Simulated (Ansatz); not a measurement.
Stepwise reaction of `COB(C)OC` with ammonia, as a gas-phase model of exchange steps in deposition or etching. ΔE in kJ/mol.

Calculated with Ansatz (gas phase, PBE0-D4/def2-TZVP geometries, no zero-point term in ΔE). CCSD(T)/CBS is the MP2 limit (def2-TZVPP, def2-QZVPP) plus CCSD(T) − MP2 in def2-TZVPP, frozen cores. This one scheme is used for every species. DFT in def2-TZVPP. B3LYP here is the variant with VWN-RPA as its local correlation; programs differ in this. One conformer a species, not always the lowest.

```tsv
step	reaction	PBE-D4	B3LYP-D4	ωB97M-V	CCSD(T)/CBS
1	`COB(C)OC` + NH₃ → `COB(C)N` + CH₃OH	26.9	30.3	30.2	31.4
2	`COB(C)N` + NH₃ → `CB(N)N` + CH₃OH	28.5	31.3	31.2	31.4
```

Q: By hand: ΔE of the 2 steps together at CCSD(T)/CBS.

A: (31.4) + (31.4) = 62.8 kJ/mol, or 31.4 kJ/mol a step.

In ΔE the steps differ by no more than 0.0 kJ/mol. All are uphill at CCSD(T)/CBS. PBE-D4 differs from CCSD(T)/CBS by -4.5 to -2.9 kJ/mol a step. Isolated molecules leave out the surface, adducts and barriers. Largest T1 diagnostic: 0.012.
